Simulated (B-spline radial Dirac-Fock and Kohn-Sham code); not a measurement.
Au⁵⁷⁺: eigenvalues, ΔSCF and the reference

System: the Au⁵⁷⁺ ion, configuration [Ar] 3d4.

The density-functional columns are spherical, spin-unpolarised Dirac-Kohn-Sham results without Breit or QED terms: −ε is minus the orbital energy of the initial state and ΔSCF the difference of two total energies. The reference in the last column comes from Dirac-Fock energy differences between relaxed states, corrected for Breit and QED terms. All numbers are from a B-spline atomic structure program, in eV; a selection of levels is shown. For the 1s level of heavy atoms much of the gap between ΔSCF and the reference is the Breit and QED part, -436.8 eV here; for other levels the error of the functional can be larger.

```csv
level,LDA −ε,LDA ΔSCF,Dirac-Fock
K,84489.3,85147.4,84720.6
L1,18049.7,18207.0,18244.9
L2,17506.2,17698.7,17648.2
L3,15652.1,15820.0,15810.4
M1,6789.4,6855.5,6884.9
M2,6568.9,6639.2,6634.1
M3,6107.8,6173.0,6176.1
"M4,5",5716.3,5791.0,5786.5
```

Values without a named source are computed, but for edge energies of neutral atoms, which are taken from tables.
